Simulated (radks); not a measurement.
The numbers below are computed, except where a source is named.
Q: All-electron atom: the terbium ion Tb3.7+ in [Kr] 4d10 4f8 5s2 5p(up 3, down 2.3) (fractional occupations, a model configuration). Code: a radial shooting solver on a logarithmic mesh with Libxc functionals. Model: scalar-relativistic Kohn-Sham, SCAN, spin-polarised, spherical densities, finite nucleus; open shells are filled with parallel spins first (spin-orbit coupling, left out, can overturn this in heavy ions); meta-GGA in the generalised Kohn-Sham scheme; Fermi nuclear charge, rms radius 5.06 fm. Some entries of the table are withheld. Estimate them.

orbital,occ.,eigenvalue (eV),<r> (bohr),<1/r> (bohr^-1)
1s up,1,-51970.28,0.02151,73.09
1s down,1,-51970.23,0.02151,73.09
2s up,1,-8673.256,0.09145,16.99
2s down,1,-8673.116,0.09145,16.99
2p up,3,-7707.567,0.08088,15.81
2p down,3,-7707.436,0.08088,15.81
3s up,1,-1968.320,0.2391,6.249
3s down,1,-1965.392,0.2388,6.257
3p up,3,-1668.400,0.2380,5.857
3p down,3,-1665.366,0.2377,5.865
3d up,5,-1277.559,0.2168,5.548
3d down,5,-1275.073,0.2164,5.556
4s up,1,-431.1234,0.5406,2.628
4s down,1,-424.4473,0.5412,2.623
4p up,3,-331.7431,0.5722,2.415
4p down,3,-325.0817,0.5731,2.410
4d up,5,-195.0822,0.6209,2.132
4d down,5,-188.2855,0.6230,2.125
5s up,1,-88.8112,(1),1.033
5s down,1,-85.8750,(2),1.011
5p up,3,-64.0102,1.465,0.8891
5p down,2.3,-61.4947,1.492,0.8704
4f up,7,-47.2112,0.8047,1.599
4f down,1,-40.5015,0.8344,1.566

A: 
(1) 5s up <r> (bohr): 1.281
(2) 5s down <r> (bohr): 1.305
